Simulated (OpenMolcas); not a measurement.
A calculation on Mo+.

| Item | Value |
| --- | --- |
| Program | OpenMolcas 26.06 |
| Method | SS-CASPT2, IPEA 0.25 Eh, imaginary shift 0.1 Eh (closed shells correlated: 4s 4p) |
| Basis | ANO-RCC-VQZP [8s7p5d3f2g1h] |
| Scalar Hamiltonian | DKH2, point nucleus |
| Active space | 5 electrons in 5 orbitals (4d) |
| State averaging | 2S+1 = 6 even, 1 root; 2S+1 = 4 even, 24 roots; 2S+1 = 2 even, 75 roots (67 in the spin-orbit step) |
| Spin-orbit coupling | state interaction with AMFI integrals over the reference wave functions, term energies averaged over their components |

Question: Which level of the active space comes out lowest?

Answer: 4d⁵ ⁶S_5/2, with 99 % of that term; it is also the measured ground level.

Question: How high does 4d⁵ ⁴D_1/2 lie?

Answer: 19370 cm⁻¹ above the lowest level.

Question: How high does 4d⁵ ⁴G_5/2 lie?

Answer: 16240 cm⁻¹ above the lowest level; measured 15199 cm⁻¹ above the ground level, so the calculation is off by +7 %.

Question: How high does 4d⁵ ⁴G_9/2 lie?

Answer: 16380 cm⁻¹ above the lowest level; measured 15428 cm⁻¹ above the ground level, so the calculation is off by +6 %.

Question: The level at 17720 cm⁻¹ has J = 5/2. What is it made of, and what is its g factor?

Answer: 62 % 4d⁵ ⁴P_5/2, 35 % 4d⁵ ⁴D; g = 1.509, against 1.601 from Landé's formula for the pure leading term.

Measured values: NIST Handbook of Basic Atomic Spectroscopic Data.

CASPT2 breaks the degeneracy within a term, and the mean is taken; among the terms shown or strongly mixed into the levels shown the widest spread is 110 cm-1 (4d⁵ ⁴G). Some high roots are left out of the spin-orbit mixing, which shifts the levels that they would mix with. Configurations with an s electron lie low at this charge and mix in, so terms can be misplaced. Computed and measured levels are paired by configuration, term and J; levels that our copy of the source lacks, or whose pairing is in doubt (as where it misses far off the trend of its configuration), stay unpaired and out of the deviations. Levels of configurations outside the active space are missing.
